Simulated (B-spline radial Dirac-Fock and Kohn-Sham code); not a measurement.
**Pt 3d3/2: cross section and angular parameters**

System: the Pt atom, 1s2 2s2 2p6 3s2 3p6 3d10 4s2 4p6 4d10 4f14 5s2 5p6 5d9 6s1; threshold 2202.0 eV (tabulated edge). The computed values come from a radial B-spline solver: Dirac-Hartree-Slater photoionisation with a Latter tail; cross sections with all multipoles, angular parameters from the dipole term and its interference with E2.

```
hν (eV)  σ (kb)      β       γ      δ
   3140     146  0.948  -0.209  0.018
   5140    35.7  1.265   0.345  0.089
   6000       ?      ?       ?      ?
 9251.7    5.57  1.246   1.261  0.158
   9800    4.61  1.232   1.351  0.167
  12100    2.27  1.173   1.677  0.203
  15000    1.08  1.099   2.000  0.249
```

Q: Give the values at 6000 eV.

A: σ = 22.3 kb, β = 1.286, γ = 0.577, δ = 0.105.
